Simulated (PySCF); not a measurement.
HCl3F2GeSi, SMILES F[SiH](F)[Ge]([Cl])([Cl])[Cl] (B3LYP/def2-SVP optimised geometry):

```
8

Si    -1.651    -2.197     1.889
F     -1.070    -1.498     3.222
F     -1.104    -3.714     1.832
Ge    -0.740    -1.029     0.000
Cl     1.424    -1.029     0.000
Cl    -1.427    -1.961    -1.835
Cl    -1.424     1.029     0.000
H     -3.128    -2.197     1.927
```

Calculation: B3LYP/def2-TZVP run with PySCF.

### Question
What are the frontier orbital energies and the dipole moment?

### Answer
HOMO-2 -9.37 eV, HOMO-1 -9.13 eV, HOMO -8.77 eV, LUMO -2.25 eV, LUMO+1 -1.63 eV; dipole moment 1.83 D.

On the same geometry PBE/def2-TZVP run with PySCF gives HOMO-2 -8.22 eV, HOMO-1 -7.97 eV, HOMO -7.71 eV, LUMO -2.87 eV, LUMO+1 -2.27 eV; dipole moment 1.77 D.

Meta-Löwdin charges at B3LYP/def2-TZVP: Si1 1.17, F2 -0.48, F3 -0.48, Ge4 0.69, Cl5 -0.26, Cl6 -0.27, Cl7 -0.27, H8 -0.10.
